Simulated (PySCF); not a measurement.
Several compounds and their computed core spectra got separated.

Method used: delta-SCF UKS SCAN, pcX-2 on the ionised atom, pcseg-1 elsewhere, spin-free X2C (PySCF 2.14.0). Geometries: GFN2-xTB; isolated species, one conformer each.

Line lists (1s up to Mg, 2p3/2 beyond; areas count atoms within a level, one atom standing for each set equivalent by bonding):
1. C 1s: 294.94 (area 1), 295.47 (area 1), 296.53 (area 1), 296.83 (area 1) eV; P 2p3/2: 143.74 eV
2. C 1s: 297.37 eV; F 1s: 693.60 eV; Si 2p3/2: 107.50 eV; P 2p3/2: 136.91 eV
3. Si 2p3/2: 106.74 eV; P 2p3/2: 135.69 eV

Structures:
A. `C1[C@H](CC)[PH2+]1`
B. `FC(F)(F)[SiH2]P`
C. `[SiH2]1P[SiH2]P1`

**Question.** Which list belongs to which compound?

**Answer.** 
- 1 = A: no other candidate has this set of levels. C 1s: 294.94 methyl carbon, 295.47 chain CH2 carbon, 296.53 sp3 carbon bound to phosphorus, 296.83 sp3 carbon bound to phosphorus; P 2p3/2: 143.74 phosphonium phosphorus.
- 2 = B: no other candidate has this set of levels. C 1s: 297.37 CF3 carbon; F 1s: 693.60 fluorine of a CF3 group (×3); Si 2p3/2: 107.50 SiH2 silicon; P 2p3/2: 136.91 three-coordinate phosphorus.
- 3 = C: no other candidate has this set of levels. Si 2p3/2: 106.74 SiH2 silicon (×2); P 2p3/2: 135.69 three-coordinate phosphorus (×2).

Spin–orbit coupling isn't in the SCF: each 2p doublet comes from a relaxed spin-free hole plus a matrix of the shell (mean-field spin–orbit coupling and the ground-state 2p splitting), with 2p3/2 averaged over its two sublevels.
